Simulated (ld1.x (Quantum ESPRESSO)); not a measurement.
**How hard is this Ti PAW potential?**

* Element: titanium
* Generator: ld1.x (Quantum ESPRESSO) 7.5
* Type: PAW
* Functional: LDA (PZ)
* Relativity: non-relativistic
* Frozen core: [Ar]
* Valence charge: 4
* Reference configuration: 3d2 4s2 4p0
* Partial waves: 4s (bound): rcut 2.10, rcutus 2.80 bohr; 4s channel at 0.3 Ry: rcut 2.10, rcutus 2.80 bohr; 4p (bound, empty): rcut 3.45, rcutus 3.75 bohr; 4p channel at 2 Ry: rcut 3.45, rcutus 3.75 bohr; 3d (bound): rcut 1.55, rcutus 1.85 bohr; 3d channel at 0.05 Ry: rcut 1.55, rcutus 1.85 bohr
* Local potential: all-electron potential smoothed inside 2.95 bohr (lloc = -1)
* Core correction: Bessel-smoothed model core, default radius (core density twice the valence density)
* Augmentation charge: BESSEL, radius 1.60 bohr

The pseudo-atom Hamiltonian at the reference potential is diagonalised in spherical Bessel functions j_l(qr) that vanish at 20 bohr, with q² up to the cutoff. All-electron valence levels (Ry): 4s -0.3348, 4p -0.1142, 3d -0.3397.

Problem. How do the lowest levels (Ry) of each channel move with the cutoff, and are there ghosts?

Solution.

```csv
cutoff (Ry),s #1,s #2,p #1,p #2,d #1,f #1,Σ f·Δε (mRy)
8,-0.3347,0.0040,-0.1142,0.0447,0.0202,0.1058,720.0
10,-0.3348,0.0039,-0.1142,0.0447,-0.0127,0.1058,654.0
15,-0.3348,0.0039,-0.1142,0.0447,-0.1818,0.1058,315.8
18,-0.3348,0.0039,-0.1142,0.0447,-0.2827,0.1058,114.1
25,-0.3348,0.0039,-0.1142,0.0447,-0.3319,0.1058,15.7
30,-0.3348,0.0039,-0.1142,0.0447,-0.3387,0.1058,2.1
40,-0.3348,0.0039,-0.1142,0.0447,-0.3393,0.1058,0.8
45,-0.3348,0.0039,-0.1142,0.0447,-0.3395,0.1058,0.5
400,-0.3348,0.0039,-0.1142,0.0447,-0.3397,0.1058,0.0
```

Result: no extra level below or beside the all-electron valence levels (s, p, d, f tested); 10 mRy is reached at 30 Ry and 1 mRy at 35 Ry.

Test run stopped at test 6 of 9 (negative rho).
